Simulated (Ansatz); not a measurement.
Pd₃H₂⁻. The state is a doublet with charge -1. Geometry PBE-D4/def2-TZVPD, basis def2-TZVPD, Ansatz.

```tsv
atom	x (Å)	y (Å)	z (Å)
Pd1	-0.858	0.152	-0.240
Pd2	1.088	-0.891	1.382
Pd3	1.538	-0.102	-1.027
H4	-1.520	0.789	-1.564
H5	-0.249	0.051	1.449
```

```json
{"run": "A", "HOMO (eV)": "0.20", "LUMO (eV)": "1.00"}
{"run": "B", "HOMO (eV)": "0.07", "LUMO (eV)": "0.44"}
{"run": "C", "HOMO (eV)": "0.37", "LUMO (eV)": "0.88"}
{"run": "D", "HOMO (eV)": "-0.53", "LUMO (eV)": "1.72"}
{"run": "E", "HOMO (eV)": "0.28", "LUMO (eV)": "0.77"}
{"run": "F", "HOMO (eV)": "-2.47", "LUMO (eV)": "3.08"}
```

In the def2 sets Pd takes a core potential; there is no spin–orbit coupling. Another isomer (doublet) lies 0.03 eV lower at PBE0-D4/def2-TZVPD.

HOMO and LUMO are taken over both spins.

Problem. The runs used LDA (SPW92), PBE, PBE0, r2SCAN, revPBE, ωB97M-V. Estimate which is which.

Solution. A r2SCAN (0 % exact exchange); B LDA (SPW92) (0 % exact exchange); C revPBE (0 % exact exchange); D PBE0 (25 % exact exchange); E PBE (0 % exact exchange); F ωB97M-V (range-separated). Exact exchange lowers occupied and raises empty levels; among semilocal functionals meta-GGAs tend to open the gap a little, and such runs are hard to tell apart. The gap grows from 0.37 eV (LDA (SPW92)) to 5.54 eV (ωB97M-V). At r2SCAN-D4/def2-TZVPD, LDA (SPW92)/def2-TZVPD, revPBE-D4/def2-TZVPD, PBE-D4/def2-TZVPD the highest occupied level of the charge -1 doublet lies above zero (up to 0.37 eV). By energy differences its removal costs 2.16 eV (vertical, to the charge 0 singlet, at PBE0-D4/def2-TZVPD). At ωB97M-V/def2-TZVPD the charge -1 doublet is spin-contaminated (final ⟨S²⟩ up to 0.85, 0.75 for a pure state).
